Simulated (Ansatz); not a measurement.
C$_{6}$H$_{12}$O$_{2}$Si (SMILES C=CC(=O)O[Si](C)(C)C), singlet, at a GFN2-xTB geometry. Base run: Ansatz (a program for electronic structure) with PBE/6-31G.

Ansatz was given this input:
Ansatz 0.2 input:
```yaml
crystal:
  periodic: [false, false, false]
  atoms:
    - {symbol: C, position_ang: [3.29317671, -0.04795943, -0.29807079]}
    - {symbol: C, position_ang: [2.59954963, -0.64158893, 0.66205982]}
    - {symbol: C, position_ang: [1.12296510, -0.58980606, 0.75070307]}
    - {symbol: O, position_ang: [0.49904034, -1.13395576, 1.62947223]}
    - {symbol: O, position_ang: [0.54767623, 0.10548990, -0.21821987]}
    - {symbol: Si, position_ang: [-1.11343631, 0.33479046, -0.37273199]}
    - {symbol: C, position_ang: [-1.16670082, 1.39737402, -1.94611805]}
    - {symbol: C, position_ang: [-1.77083648, 1.26522252, 1.15014823]}
    - {symbol: C, position_ang: [-1.96801907, -1.34788894, -0.60793679]}
    - {symbol: H, position_ang: [2.79711380, 0.51146999, -1.07393570]}
    - {symbol: H, position_ang: [4.36820603, -0.10030812, -0.34083557]}
    - {symbol: H, position_ang: [3.07090419, -1.20862969, 1.45200899]}
    - {symbol: H, position_ang: [-2.19184244, 1.64418251, -2.19798187]}
    - {symbol: H, position_ang: [-0.62477633, 2.32922120, -1.81952034]}
    - {symbol: H, position_ang: [-0.73425531, 0.87837927, -2.79563769]}
    - {symbol: H, position_ang: [-1.62004897, 0.67712069, 2.05082039]}
    - {symbol: H, position_ang: [-2.83207756, 1.47489184, 1.06343873]}
    - {symbol: H, position_ang: [-1.25696945, 2.21345120, 1.28665470]}
    - {symbol: H, position_ang: [-1.56579707, -1.87920715, -1.46686019]}
    - {symbol: H, position_ang: [-3.03663367, -1.23593528, -0.76038877]}
    - {symbol: H, position_ang: [-1.82025780, -1.97609515, 0.26575340]}
basis:
  gaussian:
    orbitals: 6-31G
hamiltonian:
  xc: pbe
```

Variants of this job, named by their change:

```
change                                          ΔE vs base (mEh)
----------------------------------------------  ----------------
base                                                       0.000
symmetry_tolerance_ang = 0.01                              0.000
occupation = up:A':30 A'':9 down:A':30 A'':9               635.9
occupation = up:A':28 A'':11 down:A':28 A'':11             408.5
occupation = up:A':29 A'':10 down:A':29 A'':10             0.000
```
